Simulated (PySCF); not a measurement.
Pt(OH)3 (H3O3Pt), SMILES [OH][Pt]([OH])[OH] (connectivity only; charge and spin as stated), neutral, multiplicity 4.

Geometry optimised at B3LYP-D3(BJ)/def2-SVP. The spin state was assumed, not searched. The def2 effective core potentials stand for the cores of Pt; spin–orbit coupling is left out. One conformer was computed; it need not be the lowest.

Computed with TDA-PBE/def2-SVPD (PySCF).

Vertical excitations. Gas-phase values at a fixed geometry.

Computed excitation energies, oscillator strengths and character:
```csv
state,energy (eV),λ (nm),f,main pairs
root 1,1.28,971,0.000,"β HOMO→LUMO 81 %, β HOMO−1→LUMO+1 14 %"
root 2,1.32,941,0.000,"β HOMO→LUMO+1 58 %, β HOMO−1→LUMO 34 %"
root 3,1.55,799,0.000,"β HOMO−1→LUMO+1 49 %, β HOMO−1→LUMO 32 %, β HOMO→LUMO 11 %, β HOMO→LUMO+1 8 %"
root 4,1.66,748,0.002,"β HOMO−1→LUMO 31 %, β HOMO−1→LUMO+1 31 %, β HOMO→LUMO+1 29 %, β HOMO→LUMO 6 %"
root 5,1.94,638,0.000,β HOMO−2→LUMO+1 98 %
root 6,2.43,509,0.003,"β HOMO→LUMO+2 71 %, β HOMO−2→LUMO 25 %"
root 7,2.62,473,0.000,β HOMO−3→LUMO 100 %
root 8,2.69,461,0.000,β HOMO−1→LUMO+2 99 %
root 9,2.87,433,0.039,"β HOMO−2→LUMO 55 %, β HOMO→LUMO+2 27 %, β HOMO−4→LUMO+2 11 %"
root 10,3.02,410,0.000,β HOMO−2→LUMO+2 97 %
```
Unrestricted roots are not spin-pure.
